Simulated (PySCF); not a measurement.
Start geometry of `ClC(=C)B` from a GFN2-xTB structure with every atom displaced at random (by about 0.01 Å) (Å):
```
atom  x, y, z in Å
B1     1.2980    0.2869    0.3230
C2    -0.1812   -0.0135   -0.0407
C3    -1.2511   -0.6918   -0.4139
Cl4   -0.1740    1.7247    0.3610
H5     2.0282    0.5649   -0.5515
H6     1.6530    0.1133    1.4066
H7    -1.1135   -1.7390   -0.6309
H8    -2.2042   -0.2647   -0.5062
```

Task: What comes out of this run: PySCF 2.14.0, PBE0-D3(BJ)/def2-SVP geometry optimisation, gas phase?

Result: 
```
atom  x, y, z in Å
B1     2.039    2.234    0.996
C2     0.520    2.246    0.722
C3    -0.549    1.546    0.374
Cl4    0.446    3.992    1.094
H5     2.805    2.485    0.098
H6     2.438    2.034    2.117
H7    -0.435    0.480    0.160
H8    -1.543    1.992    0.291
```

The energy falls by 0.195 eV over 10 energy and gradient evaluations, the largest force component goes from 0.0313 to 3.8e-04 Eh/bohr, and the atoms move by 0.123 Å rms after alignment. The bond that changes most is B1–H6 (three-coordinate boron to B–H hydrogen), which lengthens by 0.053 Å. Bonds longer at the end by more than 0.005 Å: 4 of 7; shorter: 1. Among the angles that change most is B1–C2–Cl4, from 75.8° to 90.7°. Rotational constants go from 10821, 5572, 3794 to 9082, 5653, 3594 MHz. The orientation of the end geometry is arbitrary; only internal coordinates are fixed.

The run used 80 basis functions and 60 SCF cycles in all.

PBE0-D3(BJ)/def2-SVP frequencies: not computed here.
